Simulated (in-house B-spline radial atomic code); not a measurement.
## Ar+: [Ne] 3s2 3p5

Computed with a B-spline radial code for spherical atoms: non-relativistic LC-wPBE, spin-polarised, spherical fractional occupations, exact exchange averaged over the configuration, point nucleus.

Screening seen three ways: the hydrogenic charge with the same mean radius, Z_r = [3n² - l(l+1)]/(2<r>), the one with the same energy, Z_e = n√(-2ε), and Slater's rules. Values are occupation-weighted means over spin.

```csv
shell,electrons,ε (eV),<r> (bohr),Z_r,Z_e,Slater
1s,2,-3127,0.08619,17.40,15.16,17.70
2s,2,-314.66,0.4162,14.42,9.62,13.85
2p,6,-249.53,0.3773,13.25,8.57,13.85
3s,2,-42.317,1.382,9.77,5.29,7.10
3p,5,-27.106,1.547,8.08,4.23,7.10
```

The least bound orbital is 3p down at -26.47 eV, and it is also the most diffuse (<r> = 1.555 bohr).

The density falls to 0.001 bohr⁻³ at 3.427 bohr; Σ<r²> = 20.056 bohr² gives, by the non-relativistic formula and without the paramagnetism of open shells, a Langevin diamagnetic susceptibility of -15.88×10⁻⁶ cm³/mol.
